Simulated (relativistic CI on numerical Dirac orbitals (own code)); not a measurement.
**Spin-allowed bands of a d7 ion in a tetrahedral site, by hand**

Problem. Take Δ = 4510 cm⁻¹ and B = 820 cm⁻¹ for a d7 ion in a tetrahedral site. Calculate the three spin-allowed bands.

Working.
1. The terms of highest spin are 4F (energy 0) and 4P (15B = 12300 cm⁻¹). Here the F term splits into A2 at −1.2Δ = -5412, T2 at −0.2Δ = -902 and T1 at +0.6Δ = 2706 cm⁻¹.
2. The two T1 states mix through the element 0.4Δ: H = [[2706, 1804], [1804, 12300]], with roots ½(H₁₁ + H₂₂) ∓ ½√[(H₂₂ − H₁₁)² + 4H₁₂²] = ½(15006) ∓ ½(10250) = 2378 and 12628 cm⁻¹.
3. The ground term is 4A2 at -5412 cm⁻¹.
4. Bands: 4T2 4510 cm⁻¹ (2217 nm), 4T1(F) 7790 cm⁻¹ (1284 nm), 4T1(P) 18040 cm⁻¹ (554 nm).

Check. Exact diagonalisation of the whole d7 shell with these parameters gives 4T2 4510, 4T1 7790, 4T1 18040 cm⁻¹. The match is exact, since without spin-orbit coupling no other term has this spin. The ratio of the second band to the first, 1.727, depends on Δ/B = 5.5 alone, which is how a Tanabe-Sugano diagram is read.
